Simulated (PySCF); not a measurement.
Stepwise substitution at one centre (Ga Br-CH3). All species are isolated molecules in the gas phase. Strings in code marks are SMILES.

The S1–T1 gap (TDA) from two functionals at the same geometries (ωB97X-D3(BJ)/def2-TZVP), both in PySCF: PBE-D3(BJ)/def2-TZVP and ωB97X-D3(BJ)/def2-TZVP. Excitations are Tamm–Dancoff values on a coarser integration grid. The basis has no diffuse functions, so Rydberg states are missing or too high.

```json
[
 {"species": "1 of 3 Br replaced by CH3 (`[Br][Ga]([CH3])[Br]`)", "PBE-D3(BJ)/def2-TZVP (eV)": "0.11", "ωB97X-D3(BJ)/def2-TZVP (eV)": "0.21"},
 {"species": "2 of 3 Br replaced by CH3 (`[CH3][Ga]([CH3])[Br]`)", "PBE-D3(BJ)/def2-TZVP (eV)": "0.14", "ωB97X-D3(BJ)/def2-TZVP (eV)": "0.21"},
 {"species": "3 of 3 Br replaced by CH3 (`[CH3][Ga]([CH3])[CH3]`)", "PBE-D3(BJ)/def2-TZVP (eV)": "0.29", "ωB97X-D3(BJ)/def2-TZVP (eV)": "0.27"}
]
```

Over these rows, drawn at random from the members with no instability flagged (it was tested for open shells, ions and some series alone), PBE minus ωB97X-D3(BJ): mean -0.05 eV, from -0.10 eV to +0.02 eV.
